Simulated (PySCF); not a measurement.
Electron correlation in Xe(2+) (xenon, charge +2)

Starting occupation: [Kr] 4d10 5s2 5p4, 5p1/2 with m_j = +1/2, 5p3/2 with m_j = -1/2, +1/2, +3/2. Calculation: PySCF 2.14, in x2c-TZVPall-2c with one added diffuse shell each of s, p, d, f type (9s10p6d3f, 90 functions); X2C-1e with screened-nucleus spin-orbit coupling, Gaussian nucleus. Frozen: [Ar] 3d10; 24 electrons correlated; the 6 highest virtual spinors left out.

MP2 pair energies summed by pair of shells (mhartree):

| pair | energy | share (%) |
| --- | --- | --- |
| 4d-4d | -267.09 | 42.1 |
| 4d-5p | -85.95 | 13.5 |
| 4d-4p | -67.87 | 10.7 |
| 4d-5s | -48.60 | 7.7 |
| 5p-5p | -39.67 | 6.2 |
| 5p-5s | -39.27 | 6.2 |
| 4p-4p | -30.05 | 4.7 |
| 4d-4s | -18.38 | 2.9 |
| 4p-4s | -9.82 | 1.5 |
| 4p-5p | -8.91 | 1.4 |
| 4p-5s | -8.56 | 1.3 |
| 5s-5s | -6.43 | 1.0 |
| 4s-4s | -2.36 | 0.4 |
| 4s-5p | -1.22 | 0.2 |
| 4s-5s | -0.72 | 0.1 |

Total MP2 correlation energy: -634.90 mhartree.

The GHF reference relaxed away from the jj start to a determinant that is no pure jj level (⟨S²⟩ = 1.83, ⟨J²⟩ = 6.02); the energies belong to that determinant.

This basis was not built for core-valence correlation, so the inner-shell part is incomplete.
